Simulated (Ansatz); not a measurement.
`[GeH3][SeH]` + H₂Te → `[GeH3][TeH]` + H₂Se at 500 K and 1 bar (ligand exchange at a Ge–Se bond).

Calculated with Ansatz (gas phase, PBE0-D4/def2-TZVP geometries, no zero-point term in ΔE). CCSD(T)/CBS adds triple-zeta CCSD(T) − MP2 to the extrapolated MP2 energy (def2 sets, frozen cores). Elements past krypton have def2 core potentials. For Ge, Se, Te outer-core shells are correlated without core-valence functions, which leaves a few kJ/mol of doubt a bond. Scalar relativity is left out up to krypton.

| species | CCSD(T)/CBS energy (Eh) | H − E (kJ/mol) | S (J/(mol·K)) |
| --- | --- | --- | --- |
| `[GeH3][SeH]` | -4479.23116 | 112.4 | 340.9 |
| H₂Te | -268.91024 | 48.9 | 247.6 |
| `[GeH3][TeH]` | -2346.24724 | 110.0 | 352.4 |
| H₂Se | -2401.89790 | 53.1 | 237.8 |

H − E and S are ideal-gas, rigid-rotor, harmonic terms from PBE0-D4/def2-TZVP. 1 Eh = 2625.50 kJ/mol, R = 8.31446 J/(mol·K).

By hand: ΔE, ΔH, ΔS and ΔG.

ΔE = (-2346.24724) + (-2401.89790) − (-4479.23116) − (-268.91024) = -0.00374 Eh = -9.8 kJ/mol. Δ(H − E) = 110.0 + 53.1 − 112.4 − 48.9 = 1.8, so ΔH = -8.0 kJ/mol. ΔS = 352.4 + 237.8 − 340.9 − 247.6 = 1.7 J/(mol·K). ΔG = -8.0 − 500 × (1.7)/1000 = -8.8 kJ/mol.

By hand: the equilibrium constant, and the temperature at which ΔG would vanish if ΔH and ΔS stayed fixed.

log₁₀ K = −ΔG/(RT ln 10) = 0.9. ΔH and −TΔS have one sign here, so there is no such temperature. One of them is within its doubt of zero, so this could turn.

The number of gas molecules stays the same, so ΔS is small and ΔH decides. A doubt of 5 kJ/mol in ΔE shifts log₁₀ K by 0.5 here. These are equilibria of isolated gas molecules and say nothing of rates. Largest T1 diagnostic: 0.011 (customary marks: 0.02 for closed shells, 0.045 for open ones).
